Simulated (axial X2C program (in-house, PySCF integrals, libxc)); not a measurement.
LiMo⁻: from the spin-free to the two-component result

Calculated with an in-house all-electron X2C program for linear molecules (integrals from PySCF). Spin-free means the one-electron spin-free X2C Hamiltonian; two-component (2c) means X2C with spin–orbit coupling and atomic mean-field two-electron Coulomb and Gaunt terms, so the difference of the two also holds small scalar two-electron terms. Basis: Mo dyall-acv3z [12s13p10d5f3g], Li dyall-av3z [9s9p3d] (cores contracted in-house); Gaussian nuclei, density fitting, unrestricted open shells. Masses: Mo 97.905 u, Li 7.016 u.

Spin-free state: M_S = 3, Λ = 0 (beyond evenly filled blocks: 2 × σα, π+α, π-α, δ+α, δ-α); fragments Mo + Li- for PBE0; Mo- + Li for BHandHLYP.

```tsv
level	Re (Å)	ωe (cm⁻¹)	De (eV)	μ (D)
PBE0	2.988	210.7	n/a	-9.68
BHandHLYP	2.962	209.9	0.856	-9.58
```

Dipoles are positive if Li is the positive end and refer to the centre of mass.

Two-component determinant lowest at the distance of the search:

Ω = 3 (⟨Sz⟩ = 3.00, ⟨Lz⟩ = 0.00 at PBE0); fragments Mo + Li- for PBE0; Mo- + Li for BHandHLYP.

```tsv
level	Re (Å)	ωe (cm⁻¹)	De (eV)	μ (D)
PBE0	2.988	210.5	n/a	-9.68
BHandHLYP	2.961	209.6	0.856	-9.58
```

**Question.** From the two tables, how do the constants change at the PBE0 level (2c against spin-free)?

**Answer.** At the PBE0 level Re doesn't move by more than 0.001 Å and ωe stays the same within 0.2 cm⁻¹.

The state is one determinant whose occupation by symmetry is held fixed; it was picked as the lowest of a PBE0 search that is not exhaustive. Dissociation energies refer to the lowest single-determinant-based atoms at the same level and basis. De is not given where an atomic determinant may have missed its ground term or J level, or where the truncated virtual space spoils (T). Density functionals use the spin component along the axis (collinear). PBE0 can misorder states that lie within some tenths of an eV, so this need not be the ground state of the molecule. The nearest other spin-free determinant of the search, M_S = 2, Λ = 0, lies 0.17 eV up at the distance of the search. Without a current term, density functionals place determinants with orbital angular momentum somewhat too high. With several unpaired electrons one determinant need not be a pure state. Open-shell Ω = 0 determinants with evenly filled partner blocks cannot be reached by this program, so the Ω shown need not be the lowest component. The highest occupied level of some functionals is positive through self-interaction error; at Hartree–Fock it is bound.
